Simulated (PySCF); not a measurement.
Computed shifts of a molecule C₂H₅FSi₂, KT2/pcSseg-1 (PySCF), GIAO, gas phase, atoms alike by connectivity averaged where their shifts nearly agree, in ppm (number of nuclei): ¹³C: 102.1 (1), 80.5 (1). ²⁹Si: -6.4 (1), -106.5 (1). ¹⁹F: -248.3 (1). ¹H: 6.07 (1), 3.78 (3), 3.36 (1). References: ¹³C against TMS (σ = 185.1 ppm); ²⁹Si against TMS (σ = 361.9 ppm); ¹⁹F against CFCl3 (σ = 127.1 ppm); ¹H against TMS (σ = 31.47 ppm), references at their B3LYP-D3(BJ)/def2-TZVP geometries, non-relativistic. Geometry optimised at B3LYP-D3(BJ)/def2-SVP. One conformer was computed; it need not be the lowest.

Problem. Identify the compound among the candidates.
A. C#C[Si@@H](F)[SiH3]
B. FC1=C[SiH2][SiH2]1
C. F[Si@H]1C=C[SiH2]1
D. F[SiH2]C#C[SiH3]

Solution. A, C#C[Si@@H](F)[SiH3]
